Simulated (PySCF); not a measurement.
CHN, triplet, at a GFN2-xTB geometry (a higher spin typed on purpose: for a closed-shell molecule this is an excited state). Base run: B3LYP/def2-SVP run with PySCF.

PySCF was given this input:
```python
from pyscf import gto, scf, dft

mol = gto.Mole()
mol.atom = '''
    C    -0.45270886    0.35757152   -0.08821317
    N     0.58114433   -0.25990983    0.07503626
    H    -1.35175721   -0.32606026    0.00402514
'''
mol.basis = 'def2-svp'
mol.spin = 2
mol.verbose = 5
mol.build()

mf = dft.UKS(mol)
mf.xc = 'b3lyp'
mf.kernel()
mo_i, mo_e, stable_i, stable_e = mf.stability(internal=True, external=False, return_status=True, nroots=6, tol=1e-6)
print('internally stable:', stable_i, ' externally stable:', stable_e)
if not stable_i:
    umf = mf.copy()
    umf.scf_summary = {}
    umf.kernel(umf.make_rdm1(mo_i, mf.mo_occ))
```

The bond that is stretched is that between atoms 2 and 1. A test that says stable can miss a lower solution.

The base run was repeated with changes; each row names its change, and settings that it needs were set with it.

| change | ΔE vs base (eV) | <S^2> | E after following the instability (Eh) | <S^2> there | stability test says |
|---|---|---|---|---|---|
| base | 0.00 | 2.003 | - | - | internally stable (external not tested) |
| bond × 1.25 | 1.35 | 2.005 | -93.13794 | 2.01 | internal instability |
| bond × 1.5 | 3.04 | 2.013 | -93.06957 | 2.45 | internal instability |
| bond × 1.8 | 4.38 | 2.339 | -93.01803 | 2.74 | internal instability |
| bond × 2.2 | 4.88 | 2.830 | -92.99484 | 3.00 | internal instability |
| bond × 3.0 | 5.05 | 2.994 | -92.98795 | 3.01 | internal instability |

On stretching, the SCF can end on different states; <S^2> shows the spin contamination of each.
